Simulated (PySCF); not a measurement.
H2Sb, multiplicity 2. Atoms are numbered in the order given.

```xyz
3

Sb     0.0000     0.0000    -0.0457
H      0.0000    -1.2181     1.1653
H      0.0000     1.2181     1.1653
```
Charge 0, spin multiplicity 2.

The structure is a stationary point at B3LYP-D3(BJ)/def2-TZVPD. The isomer is the one that the SMILES or the coordinates give; other isomers of the formula were not compared. The def2 effective core potentials stand for the cores of Sb; spin–orbit coupling is left out.

Level of theory: r2SCAN/def2-TZVPD in PySCF.

Mulliken values depend strongly on the basis, most of all with diffuse functions as here. ESP charges are fitted to the potential on shells at 1.4 to 2.0 van der Waals radii. Atomic charges (e):

```csv
atom,ESP fit,Mulliken,Mulliken spin
Sb1,___,0.02,1.12
H2,___,-0.01,-0.06
H3,___,-0.01,-0.06
```

Problem. Some entries are withheld; supply them. (An estimate is asked for; the answer gives what the named calculation found.)

Solution. 
- Sb1, ESP fit: 0.04
- H2, ESP fit: -0.02
- H3, ESP fit: -0.02
